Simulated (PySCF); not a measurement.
1-bromo-3-fluoropropa-1,2-diene (C3H2BrF), SMILES C(=CF)=CBr. Geometry: ωB97X-D3(BJ)/def2-SVP.

Computed equilibrium geometry at ωB97X-D3(BJ)/def2-SVP (PySCF confirms it by a frequency run) as Cartesian coordinates in Å:
```xyz
7

F     -3.1545     0.3517    -0.9321
C     -2.4035    -0.4426    -0.1635
C     -1.1131    -0.5954    -0.3366
C      0.1730    -0.7753    -0.4678
Br     1.4519     0.2920     0.4194
H     -2.9763    -0.9545     0.6177
H      0.6121    -1.5525    -1.1004
```
Charge 0, spin multiplicity 1.
